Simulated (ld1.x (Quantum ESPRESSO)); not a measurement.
## Logarithmic derivatives: C (Z = 6), TM

```json
{
  "Element": "carbon",
  "Generator": "ld1.x (Quantum ESPRESSO) 7.5",
  "Type": "norm-conserving Troullier–Martins (Kleinman–Bylander form)",
  "Functional": "PBE",
  "Relativity": "scalar-relativistic",
  "Frozen core": "[He]",
  "Valence charge": "4",
  "Reference configuration": "2s2 2p2",
  "Partial waves": "2p (bound): rc 1.40 bohr; 3d channel at -0.05 Ry: rc 1.20 bohr; 2s (bound): rc 0.85 bohr",
  "Local potential": "the s channel",
  "Core correction": "a·sin(br)/r model core inside 0.75 bohr"
}
```

The phase is arctan(r·u′/u) with u = r·R(r), unwrapped; energies in Ry, scanned from -3 to 5 Ry. A pole is an energy at which the radial function vanishes at the test radius. The pseudo phase is shifted by a multiple of π to meet the all-electron one at the reference energy, and phase errors are pseudo minus all-electron; the curves can meet again beyond the range given. Levels narrower than the energy grid can be missing from the lists of poles.

**Question.** For each channel, where are the poles, and over which energies does the pseudopotential scatter like the atom?

**Answer.**

```json
{"channel": "s", "radius (bohr)": "1.55", "reference energy (Ry)": "-1.01", "poles, all-electron": "2.17", "poles, pseudo": "2.12", "unbroken range about the reference energy with phases within 0.05 rad": "the whole range", "phase error 1 Ry above the reference energy (rad)": "-0.001"}
{"channel": "p", "radius (bohr)": "1.55", "reference energy (Ry)": "-0.39", "poles, all-electron": "2.05", "poles, pseudo": "2.09", "unbroken range about the reference energy with phases within 0.05 rad": "the whole range", "phase error 1 Ry above the reference energy (rad)": "+0.002"}
{"channel": "d", "radius (bohr)": "1.55", "reference energy (Ry)": "-0.05", "poles, all-electron": "none", "poles, pseudo": "none", "unbroken range about the reference energy with phases within 0.05 rad": "the whole range", "phase error 1 Ry above the reference energy (rad)": "+0.000"}
```

Phases in the d channel:

```
E (Ry)  all-electron  pseudo
 -3.00         1.272   1.272
 -2.76         1.264   1.264
 -2.52         1.256   1.256
 -2.28         1.248   1.248
 -2.04         1.239   1.239
 -1.80         1.229   1.229
 -1.56         1.218   1.218
 -1.32         1.207   1.207
 -1.08         1.194   1.194
 -0.84         1.180   1.180
 -0.60         1.165   1.165
 -0.36         1.148   1.148
 -0.12         1.129   1.129
  0.12         1.108   1.108
  0.36         1.084   1.084
  0.60         1.057   1.057
  0.84         1.026   1.026
  1.08         0.990   0.990
  1.32         0.948   0.948
  1.56         0.898   0.899
  1.80         0.840   0.840
  2.04         0.769   0.769
  2.28         0.683   0.683
  2.52         0.578   0.579
  2.76         0.451   0.451
  3.00         0.297   0.298
  3.24         0.118   0.119
  3.48        -0.079  -0.078
  3.72        -0.282  -0.280
  3.96        -0.474  -0.473
  4.20        -0.645  -0.644
  4.44        -0.791  -0.789
  4.68        -0.911  -0.909
  4.92        -1.009  -1.008
```
